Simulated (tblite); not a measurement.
C₇H₁₃NSi.
Numbering: `[H]/[N:5]=[C:4](/[CH2:3][CH2:2][CH3:1])[CH2:6][C:7]#[C:8][SiH3:9]` (hydrogens: H10, H11, H12 on C1; H13, H14 on C2; H15, H16 on C3; H17 on N5; H18, H19 on C6; H20, H21, H22 on Si9)

Computed geometry: GFN2-xTB, gas phase.

**Question.** What internal coordinates does the optimisation give?

**Answer.** 
```csv
bond,length (Å),order
C1–C2,1.523,single
C2–C3,1.533,single
C3–C4,1.499,single
C4=N5,1.255,double
C4–C6,1.524,single
C6–C7,1.450,single
C7≡C8,1.206,triple
C8–Si9,1.843,single
"C1–H10, C1–H11, C1–H12",1.087,single
"C2–H13, C2–H14",1.092,single
"C3–H15, C3–H16",1.092,single
N5–H17,1.018,single
"C6–H18, C6–H19",1.094,single
"Si9–H20, Si9–H21, Si9–H22",1.466,single
```

Bonds in one row agree within 0.01 Å and their mean is given. Orders are formal, as drawn. A selection of angles:
```csv
angle,degrees
C2–C1–H10,110.3
H10–C1–H11,108.6
H10–C1–H12,108.4
C1–C2–C3,111.9
C1–C2–H13,109.5
C3–C2–H13,108.3
C3–C2–H14,110.0
H13–C2–H14,107.8
C2–C3–C4,112.7
C2–C3–H15,109.2
C4–C3–H15,108.6
C4–C3–H16,108.0
H15–C3–H16,108.6
C3–C4–N5,118.7
C3–C4–C6,116.3
N5–C4–C6,125.0
C4–N5–H17,115.8
C4–C6–C7,108.8
C4–C6–H18,110.8
C4–C6–H19,109.6
C7–C6–H18,109.8
H18–C6–H19,108.9
C6–C7–C8,177.4
C7–C8–Si9,179.9
C8–Si9–H20,108.2
H20–Si9–H21,110.7
```

Torsions: C1–C2–C3–C4 65° (synclinal); C2–C3–C4–N5 -116° (anticlinal); C3–C4–C6–C7 -97° (anticlinal); H17–N5–C4–C3 180° (antiperiplanar). The mirror-image conformer, all signs reversed, is as good.

The C–C distances run from 1.206 Å (C7≡C8, drawn triple) to 1.533 Å (C2–C3, drawn single), a spread of 0.327 Å. N5 (imine nitrogen) is bent (angle 115.8°). Of the pairs four or more bonds apart, C7···H14 is among the closest relative to their van der Waals radii: 2.74 Å, 94 % of the sum of Bondi's values. Si9 (SiH3 silicon) is tetrahedral (angles from 108.1° to 110.7°).

Point group: C1 (no symmetry element, even within 0.4 Å). Its GFN2-xTB frequencies are all real (lowest 16 cm⁻¹). One conformer, not necessarily the lowest. 3 starts were optimised and ended at 0.00, 0.42 and 0.65 kcal/mol (GFN2-xTB); the lowest of these is shown.

On an Arm Neoverse V1 with one thread, no GPU, on a shared host, this took 1.1 s. That covers the optimisation of the geometry.
